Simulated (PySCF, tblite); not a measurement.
Species: C₅H₁₁NSi.
Cartesian coordinates in Å at the GFN2-xTB level; atoms count from 1:
```xyz
18
C5H11NSi angstrom
C     -0.7166   -1.0327   -1.2035
C     -0.1378   -0.1541   -0.0935
C     -0.5869   -0.7011    1.2610
Si    -0.7251    1.6631   -0.3140
C      1.3990   -0.2399   -0.1796
C      2.0497    0.5170    0.8548
N      2.5647    1.1146    1.6832
H     -1.8040   -1.0180   -1.1700
H     -0.4039   -0.6829   -2.1861
H     -0.3902   -2.0677   -1.0900
H     -1.6709   -0.6614    1.3489
H     -0.2761   -1.7402    1.3818
H     -0.1561   -0.1229    2.0767
H     -2.1882    1.6567   -0.3203
H     -0.2210    2.1389   -1.6053
H     -0.2131    2.4851    0.7767
H      1.7464    0.1359   -1.1469
H      1.7213   -1.2840   -0.0855
```

The calculation used B3LYP/def2-SVPD in PySCF (dipole) on a GFN2-xTB geometry, gas phase.

Masses are those of the commonest isotopes; rigid-rotor values at the optimised geometry. The values belong to one conformer with, in the numbering `[CH3:1][C:2]([CH3:3])([SiH3:4])[CH2:5][C:6]#[N:7]`, C1–C2–C5–C6 -178°.

(1) Give the principal moments of inertia and the rotational constants in MHz.

(2) What kind of rotor is it?

(3) What does the inertial defect say?

(4) Give the other two planar moments, Paa and Pbb, and the rms extents of the mass along the axes.

(5) List the rotational levels J(Ka,Kc) to J = 2 (MHz).

(6) Which types of transition are allowed, and where do some lines up to J = 4 fall?

(7) Estimate the classical rotational partition function at 10 K, 25 K and 100 K.

Results:

(1) Ia = 183.19, Ib = 304.57, Ic = 370.08 u·Å²; 505379 MHz·u·Å²/I gives A = 2759, B = 1659, C = 1366 MHz.

(2) An asymmetric top. Ray's parameter κ = (2B − A − C)/(A − C) = -0.578; −1 is the prolate and +1 the oblate limit.

(3) Not planar: Δ = Ic − Ia − Ib = -117.68 u·Å². For a rigid frame Δ = −2 Σ m c², so Σ m c² = 58.84 u·Å² lies off the ab plane: 20.17 from hydrogen and 38.67 from heavier atoms. The atom farthest from that plane is 2.07 Å away.

(4) Paa = Σ m a² = (Ib + Ic − Ia)/2 = 245.73 and Pbb = Σ m b² = (Ia + Ic − Ib)/2 = 124.35 u·Å². With the mass M = 113.07 u, the rms extents √(P/M) along a, b and c are 1.47, 1.05, 0.72 Å.

(5) Above 0(0,0):
J = 1: 1(0,1) 3025, 1(1,1) 4124, 1(1,0) 4418
J = 2: 2(0,2) 9023, 2(1,2) 9880, 2(1,1) 10762, 2(2,1) 14060, 2(2,0) 14111

(6) The dipole components are |μa| = 3.40 D, |μb| = 1.81 D, |μc| = 1.01 D. Intensities carry the squares of the components, which stand as 1.00 : 0.28 : 0.09 (a : b : c). Some lines, for components of 0.1 D or more:

| type | branch | J(Ka,Kc) | MHz | lower level (cm⁻¹) |
| --- | --- | --- | --- | --- |
| b | Q | 2(1,1) ← 2(0,2) | 1738 | 0.301 |
| a | Q | 3(1,2) ← 3(1,3) | 1757 | 0.617 |
| a | R | 1(0,1) ← 0(0,0) | 3025 | 0.000 |
| b | Q | 3(2,1) ← 3(1,2) | 3141 | 0.675 |
| c | R | 1(1,0) ← 0(0,0) | 4418 | 0.000 |
| c | Q | 4(3,2) ← 4(2,2) | 5702 | 1.197 |
| a | R | 3(0,3) ← 2(0,2) | 8879 | 0.301 |
| a | R | 3(2,2) ← 2(2,1) | 9075 | 0.469 |
| b | R | 3(3,1) ← 2(2,0) | 15285 | 0.471 |
| c | R | 4(2,3) ← 3(1,3) | 16709 | 0.617 |
| c | R | 4(4,0) ← 3(3,0) | 20829 | 0.981 |
| b | R | 4(4,0) ← 3(3,1) | 20835 | 0.981 |

(7) Point group C1, symmetry number σ = 1; q = (√π/σ)·√((kT/h)³/(ABC)), k/h = 20836.6 MHz/K: 2130 at 10 K, 8430 at 25 K, 67400 at 100 K.

Its GFN2-xTB frequencies are all real (lowest 67 cm⁻¹). These are rigid-rotor constants of the computed structure; measured ground-state constants (B0) also hold zero-point vibration. A rigid rotor knows nothing of internal rotation, which can split or shift real lines. Quadrupole hyperfine structure (14N) is left out.
